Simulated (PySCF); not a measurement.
Shapes and spin states of [IrH2]+

All numbers come from PBE0/[Ir def2-TZVP with ECP60, H def2-TZVP], scalar-relativistic core potentials, density fitting, no spin–orbit coupling, PySCF.

Relaxations began from a few typed shapes and spin states; open shells are unrestricted. The search is not exhaustive: other isomers or separated fragments can lie lower, and high-lying points may rest on an excited occupation.

(1) Which is the lowest minimum found?
A. triplet C2v: Ir–H 1.577 Å (×2); H–Ir–H 44.1°
B. triplet C2v: Ir–H 1.543 Å (×2); H–Ir–H 67.8°
C. singlet (closed shell, unstable to spin polarisation) C2v: Ir–H 1.525 Å (×2); H–Ir–H 75.6°
D. quintet C2v: Ir–H 1.666 Å (×2); H–Ir–H 143.2°
E. broken-symmetry Ms = 1 (⟨S²⟩ 3.04) D∞h: Ir–H 1.716 Å (×2); H–Ir–H 180.0°
F. triplet C2v: Ir–H 1.548 Å (×2); H–Ir–H 98.0°
G. quintet D∞h: Ir–H 1.703 Å (×2); H–Ir–H 180.0°
H. broken-symmetry Ms = 0 (⟨S²⟩ 0.96) C2v: Ir–H 1.540 Å (×2); H–Ir–H 66.1°

## Answers

(1) B. The others lie at 14.3 (triplet C2v), 19.5 (triplet C2v), 29.8 (broken-symmetry Ms = 0 C2v), 103.1 (singlet C2v), 233.2 (quintet C2v), 257.0 (quintet D∞h, a saddle point), 259.2 (broken-symmetry Ms = 1 D∞h, a saddle point) kJ/mol above it.

Formally Ir is in oxidation state +3, d6, with 2 unpaired electrons (the high-spin count would be 4). The Mulliken spin on Ir is 2.05. The polar-tensor charge on Ir, 0.87, is far below the formal one.

For the lowest minimum: open d and f shells are described by one determinant, and the ground state may have another occupation or spin. No spin–orbit coupling is included, which matters more the heavier the element.

The electron or spin density has lower symmetry than the nuclear frame for the broken-symmetry Ms = 0 (⟨S²⟩ 0.96) C2v at 29.8 kJ/mol, quintet D∞h at 257.0 kJ/mol, broken-symmetry Ms = 1 (⟨S²⟩ 3.04) D∞h at 259.2 kJ/mol.
